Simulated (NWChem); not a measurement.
System: InSiH$_{5}$; SMILES [SiH3][InH2]

def2 effective core potentials on In; no spin-orbit coupling.

Question: Give the equilibrium geometry at PBE0/def2-SVP with def2 effective core potentials on In (NWChem) as a Z-matrix, with the point group.

Answer: point group C1; any orientation.
```
Si
H 1 1.4969
H 1 1.4984 2 107.83
H 1 1.4996 2 107.60 3 115.32
In 1 2.5889 2 112.99 4 121.47
H 5 1.7388 1 121.47 2 -9.49
H 5 1.7393 6 118.58 1 179.44
```
